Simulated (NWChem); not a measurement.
# C3H5FO; SMILES F/C=C/OC

```xyz
10

C     -0.2917     2.2528    -0.0974
O      0.4760     1.1221     0.2167
C     -0.1949    -0.0483     0.2027
C      0.4095    -1.1928    -0.1174
F     -0.2392    -2.3554    -0.0423
H      0.3472     3.1335     0.0489
H     -1.1735     2.3414     0.5645
H     -0.6406     2.2345    -1.1457
H     -1.2509    -0.0403     0.5063
H      1.4532    -1.2712    -0.4314
```
Atoms are numbered in this order, from 1.

Computed with NWChem. Pople sets run with spherical d functions. Coordinates come from a PBE0/def2-SVP optimisation. Lowest singlet excitation in solution, TDDFT at PBE0/6-31G* with SMD, three treatments of the solvent's response.

Question: Predict the results for solvent dimethyl sulfoxide. Quantities: ground-state reaction field (eV); corrected reaction field (eV); vertical excitation model (eV).

Answer: 
```yaml
ground-state reaction field (eV): 7.15
corrected reaction field (eV): 7.12
vertical excitation model (eV): 7.12
```
